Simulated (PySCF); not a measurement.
C₂H₄GeO, SMILES `C=[CH][Ge][OH]` (lower singlet; C–C–Ge–O torsion 180°, C–Ge–O–H torsion 0°), neutral singlet in the gas phase. This singlet lies 2.01 eV below the relaxed triplet at the level B3LYP-D3(BJ)/def2-TZVP (PySCF).

Cartesian coordinates (Å):
```xyz
8

C     -1.5683    -0.0941    -0.1929
C     -0.2691     0.2093    -0.1444
Ge     1.0630    -1.2760    -0.1015
O      2.5752    -0.2918    -0.0430
H     -2.3556     0.6538    -0.2187
H     -1.9076    -1.1274    -0.2093
H      0.0150     1.2622    -0.1300
H      2.4474     0.6640    -0.0442
```
Charge 0, multiplicity 1.

All levels are single points at this geometry (B3LYP-D3(BJ)/def2-TZVP); Pople sets use spherical d functions. Orbital energies aren't observables, and empty levels follow the basis.

```json
[
 {"level": "B3LYP-D3(BJ)/def2-TZVP in PySCF", "HOMO (eV)": "-6.64", "LUMO (eV)": "-2.34", "gap (eV)": "4.29", "dipole (D)": "2.22", "vertical IE, Delta-SCF (eV)": "–"},
 {"level": "PBE-D3(BJ)/def2-TZVP in PySCF", "HOMO (eV)": "-5.69", "LUMO (eV)": "-2.93", "gap (eV)": "2.77", "dipole (D)": "2.17", "vertical IE, Delta-SCF (eV)": "–"},
 {"level": "B3LYP/6-31G* in PySCF", "HOMO (eV)": "-6.47", "LUMO (eV)": "-2.14", "gap (eV)": "4.33", "dipole (D)": "2.48", "vertical IE, Delta-SCF (eV)": "8.89"},
 {"level": "BP86/6-31G* in PySCF", "HOMO (eV)": "-5.66", "LUMO (eV)": "-2.84", "gap (eV)": "2.82", "dipole (D)": "2.48", "vertical IE, Delta-SCF (eV)": "–"},
 {"level": "HF/3-21G in PySCF", "HOMO (eV)": "-8.95", "LUMO (eV)": "1.22", "gap (eV)": "10.16", "dipole (D)": "2.76", "vertical IE, Delta-SCF (eV)": "–"},
 {"level": "HF/6-31G* in PySCF", "HOMO (eV)": "-9.15", "LUMO (eV)": "1.10", "gap (eV)": "10.25", "dipole (D)": "2.80", "vertical IE, Delta-SCF (eV)": "–"}
]
```
